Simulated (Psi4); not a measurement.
A dimer, H2 ··· Br- (SMILES [H][H] and [Br-]) (charge -1), singlet; the first 2 atoms form monomer A.

```
3

H      0.3719     0.0000     0.0000
H     -0.3719     0.0000     0.0000
Br    -4.7217     0.0000     0.0000
```

Task: What interaction energy does SAPT0/jun-cc-pVDZ, frozen core (Psi4 1.11) give, and which attractive term is the largest?

Result: Total -0.72 kcal/mol: electrostatics -0.41, exchange 0.09, induction -0.34, dispersion -0.06. The most attractive term is electrostatics.
